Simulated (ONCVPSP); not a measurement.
Ta: variants of one ONCV potential

Base potential:

ONCVPSP 4.0.1 input, shortened (lines: element, Z, core and valence counts, functional; n l f; lmax; l rc ep ncon nbas qcut; lloc lpopt rc5 dvloc0; l nproj debl; icmod fcfact rcfact), PBEsol, scalar-relativistic:

```
  Ta 73.00   10    4  -116133      upf
    1    0    2.00
    2    0    2.00
    2    1    6.00
    3    0    2.00
    3    1    6.00
    3    2   10.00
    4    0    2.00
    4    1    6.00
    4    2   10.00
    4    3   14.00
    5    0    2.00
    5    1    6.00
    5    2    3.00
    6    0    2.00
    2
    0    1.75    0.00    5   10    5.40
    1    1.40    0.00    3    7    6.00
    2    1.85    0.00    3    7    5.10
    4    3    1.15    3.00
    0    3    2.40
    1    2    2.40
    2    2    2.90
    1    0.50    0.00
```

All-electron outer shells of the reference configuration (PBEsol, scalar-relativistic, ld1.x):

```tsv
shell	level (eV)	outermost node (bohr)	outermost maximum (bohr)
5s	-73.03	0.54	0.98
5p	-39.42	0.58	1.13
4f	-24.73	–	0.44
6s	-5.47	1.32	2.78
5d	-3.62	0.65	1.58
```

Cutoffs, loose and tight: the cutoffs (Ha) at which the residual kinetic energy of the hardest occupied pseudo-wave falls to 1 and 0.1 mHa per electron. They do not see the model core or the augmentation charge, which bear on the density cutoff. Test errors are all-electron minus pseudo excitation energies from the reference, over the configurations 5s2 5p6 5d3 6s1; 5s2 5p6 5d3 6s0; 5s2 5p6 5d2 6s0; 5s1 5p6 5d3 6s2. A dash means not determined; rows that change the core or the reference have their own tests.

1 further variants are left out, since the program set their typed debl aside.

A true bound ghost makes a file unfit for plane-wave use even where its test errors are small: the radial tests pick states by their node count and pass the ghost by.

```csv
change,outcome,"cutoff, loose","cutoff, tight",bound ghosts,GHOST(+) flags above zero,largest test error (meV)
base,generated,24 Ha,87 Ha,none,s,-558
core correction none,generated,24 Ha,87 Ha,none,s,-457
s: qcut 5.9,generated,24 Ha,86 Ha,none,s,-501
"core correction polynomial model core, fcfact 0.3",generated,24 Ha,87 Ha,none,s,-547
"core [Kr] 4d10, valence charge 27; reference 4f14 5s2 5p6 5d3.5 6s1.5; waves now 5s+6s: rc 1.95 bohr, ncon 4, nbas 7, qcut 6.2 1/bohr, 2 projectors; 5p: rc 2.05 bohr, ncon 3, nbas 7, qcut 5.4 1/bohr, 2 projectors, debl 0.6 Ha; 5d: rc 2.05 bohr, ncon 3, nbas 7, qcut 5.4 1/bohr, 2 projectors, debl 1 Ha; 4f: rc 1.05 bohr, ncon 5, nbas 9, qcut 17.2 1/bohr, 2 projectors, debl 1.8 Ha; local potential polynomial inside 0.70 bohr (lpopt 5, dvloc0 0 Ha)","generated, projector energies reset by the program",133 Ha,145 Ha,"s, p",d,+155
"s: ncon 4, nbas 9",generated,24 Ha,86 Ha,none,s,-656
p: nbas 8,generated,20 Ha,113 Ha,none,s,-555
s: qcut 5.8,generated,24 Ha,86 Ha,none,s,-512
```
